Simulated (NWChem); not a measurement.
# BeGeH4; SMILES [BeH][GeH3]

All runs: NWChem. Geometry: optimised at PBE0/def2-SVP. Vertical excitations in the gas phase.

### Question
Predict the results for PBE/def2-SVP, TDA. Quantities: lowest excitation, singlet (eV); oscillator strength of that lowest state; lowest triplet (eV); orbital gap (eV).

### Answer
- lowest excitation, singlet (eV) = 4.87
- oscillator strength of that lowest state = 0.013
- lowest triplet (eV) = 4.09
- orbital gap (eV) = 4.61
